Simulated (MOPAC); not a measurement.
Input file for MOPAC: PM7 on AlBrH2 (SMILES [AlH2][Br]), a point of a bond scan (R = 1.726 Å).

```
PM7 1SCF PRECISE CHARGE=0 THREADS=1
AlBrH2

Al    -0.83541046 1    -1.29867282 1     0.20638148 1
H     -0.27334951 1    -2.43256947 1     1.38050705 1
H     -2.12574011 1    -1.47940621 1    -0.66846947 1
Br     0.38030063 1     0.59118974 1    -0.09395023 1
```

Output:

```
*******************************************************************************
 **                                                                           **
 **                              MOPAC v23.2.5                                **
 **                                                                           **
 *******************************************************************************
 ** MOPAC's Digital Object Identifier: https://doi.org/10.5281/zenodo.6511958 **
 **                                                                           **
 ** Please cite the open-source release paper for use of this MOPAC version:  **
 ** J. E. Moussa and J. J. P. Stewart (2026)                                  **
 ** MOPAC: An open-source semiempirical molecular orbital program             **
 ** J. Open Source Softw., 11(119), 8025, https://doi.org/10.21105/joss.08025 **
 *******************************************************************************

                              PM7 CALCULATION RESULTS

 *******************************************************************************
 *  PM7        - The PM7 Hamiltonian to be used
 *
 *
 *
 *                 CHARGE ON SYSTEM = 0
 *
 *
 *
 *  PRECISE    - TIGHTER CRITERIA TO BE USED
 *  1SCF       - DO 1 SCF AND THEN STOP
 *  THREADS=1  - MULTI-THREADING NOT USED
 *  T=         - A TIME OF 172800.0 SECONDS REQUESTED
 *  DUMP=N     - RESTART FILE WRITTEN EVERY 7200.0 SECONDS REQUESTED
 *******************************************************************************
PM7 1SCF PRECISE CHARGE=0 THREADS=1
 AlBrH2

   ATOM   CHEMICAL          X               Y               Z
  NUMBER   SYMBOL      (ANGSTROMS)     (ANGSTROMS)     (ANGSTROMS)

     1      Al         -0.83541046  *  -1.29867282  *   0.20638148  *
     2       H         -0.27334951  *  -2.43256947  *   1.38050705  *
     3       H         -2.12574011  *  -1.47940621  *  -0.66846947  *
     4      Br          0.38030063  *   0.59118974  *  -0.09395023  *



          CARTESIAN COORDINATES

    NO.       ATOM           X           Y           Z

     1        Al         -0.8354     -1.2987      0.2064
     2         H         -0.2733     -2.4326      1.3805
     3         H         -2.1257     -1.4794     -0.6685
     4        Br          0.3803      0.5912     -0.0940

 General Reference for PM7:
 "Optimization of Parameters for Semiempirical Methods VI: More Modifications to the
 NDDO Approximations and Re-optimization of Parameters", J. J. P. Stewart, J. Mol. Mod., 1:32, 19 (2013)
 https://link.springer.com/article/10.1007/s00894-012-1667-x

           Empirical Formula: H2 Al Br  =     4 atoms



      MOLECULAR POINT GROUP   :   C2v


      RHF CALCULATION, NO. OF DOUBLY OCCUPIED LEVELS = 6


 -------------------------------------------------------------------------------
 PM7 1SCF PRECISE CHARGE=0 THREADS=1
 AlBrH2



     1SCF WAS SPECIFIED, SO BFGS WAS NOT USED
     SCF FIELD WAS ACHIEVED


                              PM7 CALCULATION
                                                       MOPAC v23.2.5 Linux




          FINAL HEAT OF FORMATION =         16.99779 KCAL/MOL =      71.11875 KJ/MOL


          COSMO AREA              =        100.91 SQUARE ANGSTROMS
          COSMO VOLUME            =         87.95 CUBIC ANGSTROMS

          IONIZATION POTENTIAL    =         11.429859 EV
          HOMO LUMO ENERGIES (EV) =        -11.430 -2.420
          NO. OF FILLED LEVELS    =          6
          MOLECULAR WEIGHT        =        108.9013         POINT GROUP:  C2v

          MOLECULAR DIMENSIONS (Angstroms)

            Atom       Atom       Distance
           Br     4    H     2     3.42701
            H     3    H     2     2.58134
           Al     1    H     2     0.00000


          SCF CALCULATIONS        =          1





   ATOM   CHEMICAL          X               Y               Z
  NUMBER   SYMBOL      (ANGSTROMS)     (ANGSTROMS)     (ANGSTROMS)

     1      Al         -0.83541046  *  -1.29867282  *   0.20638148  *
     2       H         -0.27334951  *  -2.43256947  *   1.38050705  *
     3       H         -2.12574011  *  -1.47940621  *  -0.66846947  *
     4      Br          0.38030063  *   0.59118974  *  -0.09395023  *

                             CARTESIAN COORDINATES

   1   Al       -0.835410460    -1.298672820     0.206381480
   2    H       -0.273349510    -2.432569470     1.380507050
   3    H       -2.125740110    -1.479406210    -0.668469470
   4   Br        0.380300630     0.591189740    -0.093950230


           Empirical Formula: H2 Al Br  =     4 atoms



      MOLECULAR POINT GROUP   :   C2v


                  EIGENVALUES
 -27.26818 -13.95285 -13.24115 -11.73026 -11.67070 -11.42986  -2.42014  -0.03400
   1.51418   3.18246  16.57273  17.00918  17.39479  19.49798  19.94713 253.39186
 253.49560 253.76978 253.81672 254.08839


              NET ATOMIC CHARGES AND DIPOLE CONTRIBUTIONS

  ATOM NO.   TYPE          CHARGE      No. of ELECS.   s-Pop       p-Pop       d-Pop
    1         Al           0.069982        2.9300     0.52837     1.83725     0.56440
    2          H          -0.020946        1.0209     1.02095
    3          H          -0.061287        1.0613     1.06129
    4         Br           0.012250        6.9877     1.84863     5.13748     0.00164
 DIPOLE           X         Y         Z       TOTAL
 POINT-CHG.     0.395     0.278     0.122     0.498
 HYBRID         0.226     0.578    -0.204     0.653
 SUM            0.621     0.856    -0.082     1.061


          ATOMIC ORBITAL ELECTRON POPULATIONS

     Atom    s        px        py        pz      x^2-y^2     xz        z^2       yz        xy
    1 Al   0.52837   0.63923   0.60134   0.59667   0.12700   0.16147   0.03284   0.14194   0.10116
    2  H   1.02095
    3  H   1.06129
    4 Br   1.84863   1.73326   1.64749   1.75673   0.00054   0.00020   0.00013   0.00042   0.00035

 **********************
 *                    *
 * JOB ENDED NORMALLY *
 *                    *
 **********************




 == MOPAC DONE ==
```

The run finished.

Cost: about 0.06 core-seconds (a rough figure).
